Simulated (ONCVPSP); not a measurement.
cadmium (Cd): variants of one ONCV potential

Base potential:

Cd (Z = 48), optimised norm-conserving Vanderbilt (ONCV), made with ONCVPSP 4.0.1 (LDA (Perdew-Zunger), scalar-relativistic). Core [Ar] 3d10, reference 4s2 4p6 4d10 5s2. Waves: 4s+5s: rc 1.65 bohr, ncon 4, nbas 8, qcut 9.5 1/bohr, 2 projectors; 4p: rc 1.25 bohr, ncon 4, nbas 8, qcut 13.4 1/bohr, 3 projectors, debl 3.2 Ha; 4d: rc 1.35 bohr, ncon 5, nbas 9, qcut 11 1/bohr, 3 projectors, debl 2.9 Ha. Local part: polynomial inside 1.20 bohr (lpopt 5, dvloc0 1 Ha). Core correction: Teter function, fcfact 2, rcfact 1.3.

All-electron outer shells of the reference configuration (LDA (Perdew-Zunger), scalar-relativistic, ld1.x):

| shell | level (eV) | outermost node (bohr) | outermost maximum (bohr) |
| --- | --- | --- | --- |
| 3d | -394.01 | – | 0.27 |
| 4s | -105.84 | 0.43 | 0.79 |
| 4p | -66.99 | 0.43 | 0.84 |
| 4d | -11.90 | 0.42 | 0.98 |
| 5s | -5.96 | 1.07 | 2.32 |

Cutoffs, loose and tight: the cutoffs (Ha) at which the residual kinetic energy of the hardest occupied pseudo-wave falls to 1 and 0.1 mHa per electron. They do not see the model core or the augmentation charge, which bear on the density cutoff. Test errors are all-electron minus pseudo excitation energies from the reference, over the configurations 4s2 4p6 4d10 5s1; 4s2 4p6 4d10 5s0; 4s2 4p6 4d9 5s0; 4s2 4p5 4d10 5s2. A dash means not determined; rows that change the core or the reference have their own tests.

| change | outcome | cutoff, loose | cutoff, tight | bound ghosts | GHOST(+) flags above zero | largest test error (meV) |
| --- | --- | --- | --- | --- | --- | --- |
| base | generated | 51 Ha | 61 Ha | none | none | -43 |
| local potential polynomial inside 1.20 bohr (lpopt 5, dvloc0 -2.5 Ha) | generated | 51 Ha | 61 Ha | none | s | -42 |
| local potential polynomial inside 1.20 bohr (lpopt 5, dvloc0 0 Ha) | generated | 51 Ha | 61 Ha | none | none | -42 |
| local potential polynomial inside 1.20 bohr (lpopt 5, dvloc0 1.5 Ha) | generated | 51 Ha | 61 Ha | none | none | -43 |
| local potential polynomial inside 1.20 bohr (lpopt 5, dvloc0 4 Ha) | generated | 51 Ha | 61 Ha | none | none | -41 |
| local potential polynomial inside 1.20 bohr (lpopt 5, dvloc0 5 Ha) | generated | 51 Ha | 61 Ha | none | none | -42 |
| local potential polynomial inside 1.20 bohr (lpopt 5, dvloc0 7.5 Ha) | generated | 51 Ha | 61 Ha | none | none | -43 |
| local potential polynomial inside 1.20 bohr (lpopt 5, dvloc0 9.5 Ha) | generated | 51 Ha | 61 Ha | none | none | -43 |

Reading the sweep of the dvloc0 (base included, trends over the rows without a ghost): The loose cutoff stays near 51 Ha. The median size of the test errors (rows with all tests solved) is not monotonic: lowest 7.5 meV at 1 Ha, highest 11.1 meV at 1.5 Ha.
